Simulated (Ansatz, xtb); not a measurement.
**Ligand exchange: CH2BrCl + NaI → CH2ClI + NaBr**

Species: CH2BrCl (bromochloromethane) `ClCBr`, singlet; NaI (Sodium Iodide), singlet; CH2ClI (chloroiodomethane) `ClCI`, singlet; NaBr, singlet. The partners trade Br for I: C–Br and Na–I bonds give way to C–I and Na–Br.

Shapes, held fixed at every level: PBE0-D4/def2-TZVP. Programs: Ansatz 0.2.0, xtb 6.7.1. The zero-point and thermal change to 298 K, harmonic and unscaled (PBE0-D4/def2-TZVP), is -1.0 kJ/mol.

```json
{"level": "GFN2-xTB", "kind": "semi-empirical", "ΔH(298 K) (kJ/mol)": "-3.1", "less CCSD(T)/def2-TZVPP": "-3.9"}
{"level": "HF/def2-SVP", "kind": "Hartree–Fock", "ΔH(298 K) (kJ/mol)": "+15.1", "less CCSD(T)/def2-TZVPP": "+14.3"}
{"level": "B3LYP-D4/def2-TZVPP", "kind": "global hybrid", "ΔH(298 K) (kJ/mol)": "-0.8", "less CCSD(T)/def2-TZVPP": "-1.6"}
{"level": "wB97M-V/def2-TZVPP", "kind": "range-separated hybrid", "ΔH(298 K) (kJ/mol)": "+2.8", "less CCSD(T)/def2-TZVPP": "+2.0"}
{"level": "wB97X-V/def2-TZVPP", "kind": "range-separated hybrid", "ΔH(298 K) (kJ/mol)": "+3.0", "less CCSD(T)/def2-TZVPP": "+2.2"}
{"level": "MP2/def2-TZVPP", "kind": "perturbation theory", "ΔH(298 K) (kJ/mol)": "+1.5", "less CCSD(T)/def2-TZVPP": "+0.7"}
{"level": "CCSD(T)/def2-SVP", "kind": "coupled cluster or CI", "ΔH(298 K) (kJ/mol)": "+8.2", "less CCSD(T)/def2-TZVPP": "+7.4"}
{"level": "CCSD(T)/def2-TZVPP", "kind": "coupled cluster or CI", "ΔH(298 K) (kJ/mol)": "+0.8", "less CCSD(T)/def2-TZVPP": "0.0"}
```

The highest level, CCSD(T)/def2-TZVPP, gives ΔH(298 K) = +0.8 kJ/mol; the levels span -3.1 to +15.1. That is about zero within the method's error. They disagree on the sign: 6 of 8 are positive. The column of differences is taken from that level and isn't an error. No measured value is set beside it here. For atoms past krypton def2 sets carry core potentials with scalar relativity. Relativity is left out for Br. Outer-core shells of Br, I, Na are correlated in most correlated rows, in sets that cover them unevenly.
